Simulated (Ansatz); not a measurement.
Consider the substitution at a C–Si bond: `BO[SiH](C)F` + `BN[SiH2]O` → `BN[SiH2]OC` + `BO[SiH2]F`.

Gas-phase electronic energies from Ansatz, PBE0-D4/def2-TZVP geometries. CBS: MP2 limit from def2 TZ/QZ plus the TZ coupled-cluster correction, frozen cores. Functionals use def2-TZVPP. B3LYP here is the variant with VWN-RPA as its local correlation; programs differ in this. Each species was taken in one conformer, which may not be the lowest.

| level | ΔE (kJ/mol) | difference from CCSD(T)/CBS |
| --- | --- | --- |
| PBE-D4 | 116.1 | -0.9 |
| PBE0-D4 | 117.2 | 0.2 |
| ωB97X-V | 110.9 | -6.1 |
| ωB97M-V | 117.1 | 0.1 |
| B2PLYP | 112.0 | -5.0 |
| PBE | 115.5 | -1.5 |
| B3LYP | 108.7 | -8.3 |
| HF/def2-TZVPP | 99.0 | -18.0 |
| MP2/def2-TZVPP | 119.2 | 2.2 |
| SCS-MP2/def2-TZVPP | 110.6 | -6.4 |
| CCSD/def2-TZVPP | 112.5 | -4.5 |
| HF/def2-QZVPP | 98.3 | -18.7 |
| MP2/def2-QZVPP | 120.9 | 3.9 |
| HF/CBS(def2) | 98.2 | -18.8 |
| MP2/CBS(def2) | 122.5 | 5.5 |
| CCSD/CBS(def2) | 115.8 | -1.2 |
| CCSD(T)/CBS | 117.0 | 0 |

Largest T1 diagnostic among the species: 0.013.

In def2-TZVPP, CCSD(T) changes the Hartree–Fock value by +14.7 kJ/mol (the triples alone add +1.2 kJ/mol) and MP2 by +20.2 kJ/mol.
